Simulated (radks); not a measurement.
Task: The thallium ion Tl3+, [Xe] 4f14 5d10. Calculated with a radial shooting solver on a logarithmic mesh with Libxc functionals: non-relativistic Kohn-Sham, exchange-only LDA, spin-polarised, spherical densities, point nucleus. Every spin shell is full or empty, so the densities are truly spherical. Functionals are evaluated on that one density, not self-consistently. Rank these exchange functionals by their error against the exact value of the orbitals, and give that value: LDA, PBE, revPBE, WC, EV93, SCAN, MS2, TASK, MVS.

Result: Exact: -351.314 hartree. From best to worst, with 100 (|E| - |E exact|)/|E exact| (equal figures are ties): SCAN +0.05, MVS +0.08, revPBE -0.27, PBE -0.35, EV93 -0.52, WC -0.63, MS2 -0.67, TASK -1.80, LDA -3.79.
